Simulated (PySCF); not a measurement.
# Trend along the chalcogens: MAs molecules

PBE0 with triple-zeta basis sets in PySCF, for the lowest determinant that a PBE0 search found; no spin–orbit coupling. De refers to high-spin ground-configuration atoms. A positive dipole means M(−)As(+).

```
 M         basis  state (unpaired electrons)  Re (Å)  ωe (cm⁻¹)  De (eV)  μ (D)
 O    def2-TZVPP               doublet (π ↑)   1.615       1035     4.74   2.64
 S    def2-TZVPP               doublet (π ↑)   2.011        602     3.96   1.30
Se  x2c-TZVPPall               doublet (π ↑)   2.138        421     3.42   0.86
```

The shortest bond is that of AsO (1.615 Å), the longest that of AsSe (2.138 Å). AsO is bound most strongly (4.74 eV) and AsSe least (3.42 eV).

The rows differ in basis set, which adds steps of its own.

Down a group the atoms grow and get heavier, so bonds lengthen and wavenumbers fall; this series shows no clear exception.

Spin–orbit coupling is left out. States were picked by a PBE0 search and need not be the measured ground states.
